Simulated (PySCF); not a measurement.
Si4H10.
Atom-mapped SMILES: `[SiH3:1][SiH:2]([SiH3:3])[SiH3:4]` (hydrogens: H5, H6, H7 on Si1; H8 on Si2; H9, H10, H11 on Si3; H12, H13, H14 on Si4)

Computed by this run: PBE0-D3(BJ)/def2-SVP geometry optimisation, gas phase (PySCF); density fitting, grid level 1; the optimiser is geomeTRIC in internal coordinates, started from a GFN2-xTB structure with every atom displaced at random (about 0.03 Å).

Geometry at step 9:
```
atom  x, y, z in Å
Si1    -0.0300    2.0922   -0.7467
Si2     0.0871    0.1672    0.5826
Si3     1.8946   -1.1327   -0.1593
Si4    -1.8804   -1.0341    0.2045
H5      1.2040    2.9374   -0.6477
H6     -0.1979    1.6545   -2.1688
H7     -1.2146    2.9244   -0.3719
H8      0.2332    0.5192    2.0314
H9      3.1843   -0.3856   -0.0450
H10     1.6468   -1.4725   -1.6009
H11     2.0116   -2.4012    0.6233
H12    -1.9890   -2.2266    1.1004
H13    -3.0885   -0.1795    0.4113
H14    -1.8819   -1.5075   -1.2194
```

Q: What forces act on the atoms?

A: 
```tsv
atom	Fx (eV/Å)	Fy (eV/Å)	Fz (eV/Å)
Si1	0.011	0.083	-0.065
Si2	0.102	0.018	0.002
Si3	-0.033	-0.027	-0.068
Si4	-0.118	-0.123	-0.082
H5	-0.040	-0.064	0.018
H6	0.016	0.005	0.012
H7	-0.001	-0.001	0.019
H8	-0.005	0.004	-0.003
H9	-0.002	0.020	-0.016
H10	0.042	0.022	0.096
H11	-0.020	-0.009	-0.001
H12	0.037	-0.001	0.005
H13	-0.008	0.042	0.017
H14	0.020	0.031	0.066
```

The largest, 0.19 eV/Å, acts on Si4; the rms over all components is 0.047 eV/Å. The forces sum to zero within rounding, as they must for an isolated molecule in no field.

Q: Give the force on Si4 in Eh/bohr and in nN.

A: 0.189 eV/Å ÷ 51.422 = 0.00368 Eh/bohr, and 0.189 eV/Å × 1.602 = 0.30 nN.

Q: How far is this geometry from the end of the optimisation?

A: 0.007 eV above it, and 0.077 Å rms away after alignment. The bonds farthest from their final lengths, with half the difference of the two atoms' forces along the bond (positive lengthens):

| bond | now (Å) | final (Å) | force along bond (eV/Å) |
| --- | --- | --- | --- |
| Si2–Si4 | 2.336 | 2.344 | +0.14 |
| Si3–H10 | 1.502 | 1.496 | -0.09 |
| Si4–H14 | 1.500 | 1.496 | -0.09 |
| Si1–H5 | 1.499 | 1.495 | -0.06 |
| Si1–Si2 | 2.342 | 2.345 | +0.05 |
| Si2–Si3 | 2.347 | 2.345 | -0.03 |

The angle farthest from its final value is Si1–Si2–Si4, 106.8° against 108.4°.

The cost below is that of the whole optimisation. The run took 69 s on an Intel Xeon Platinum 8488C with one thread (shared host), and the process peaked at 0.52 GiB of memory.
